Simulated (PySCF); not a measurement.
## Electron correlation in Kr⁺ (krypton, charge +1)

[Ar] 3d10 4s2 4p5, 2P determinant. Calculation: PySCF 2.14, in ANO-RCC-VTZP (6s5p3d1f, 43 functions); scalar relativity by spin-free X2C-1e. Frozen: [Ar] 3d10; 7 electrons correlated.

| level | correlation energy (mhartree) |
| --- | --- |
| CCSD | -158.52 |
| (T) | -4.07 |
| CCSD(T) | -162.59 |
| CCSDT | -163.10 |

Diagnostics: T1 = 0.0055, D1 = 0.0185, largest double amplitude 0.046.

Cost of the coupled-cluster step: about 0.4 core-seconds, for 7 correlated electrons.

Iterations:

```
CC2 = 0
CCSD nocc = (np.int64(4), np.int64(3)), nmo = (29, 29)
frozen orbitals [[0, 1, 2, 3, 4, 5, 6, 7, 8, 9, 10, 11, 12, 13], [0, 1, 2, 3, 4, 5, 6, 7, 8, 9, 10, 11, 12, 13]]
max_cycle = 100
direct = 0
conv_tol = 1e-08
conv_tol_normt = 1e-06
diis_space = 8
diis_start_cycle = 0
Init t2, MP2 energy = -0.138218428097074
Init E_corr(UCCSD) = -0.138218428097683
cycle = 1  E_corr(UCCSD) = -0.154218487889499  dE = -0.0160000598  norm(t1,t2) = 0.0343885
cycle = 2  E_corr(UCCSD) = -0.15733996622365  dE = -0.00312147833  norm(t1,t2) = 0.0102274
cycle = 3  E_corr(UCCSD) = -0.158565553734005  dE = -0.00122558751  norm(t1,t2) = 0.00380795
cycle = 4  E_corr(UCCSD) = -0.15852043075496  dE = 4.5122979e-05  norm(t1,t2) = 0.000432117
cycle = 5  E_corr(UCCSD) = -0.158520391350198  dE = 3.94047619e-08  norm(t1,t2) = 6.26541e-05
cycle = 6  E_corr(UCCSD) = -0.158520947572514  dE = -5.56222316e-07  norm(t1,t2) = 1.42791e-05
cycle = 7  E_corr(UCCSD) = -0.158520906956309  dE = 4.06162048e-08  norm(t1,t2) = 3.76746e-06
cycle = 8  E_corr(UCCSD) = -0.158520904756737  dE = 2.19957186e-09  norm(t1,t2) = 8.73955e-07
UCCSD converged
E(UCCSD) = -2787.857653785222  E_corr = -0.1585209047567372
UCCSD(T) correction = -0.00406793955350881
```
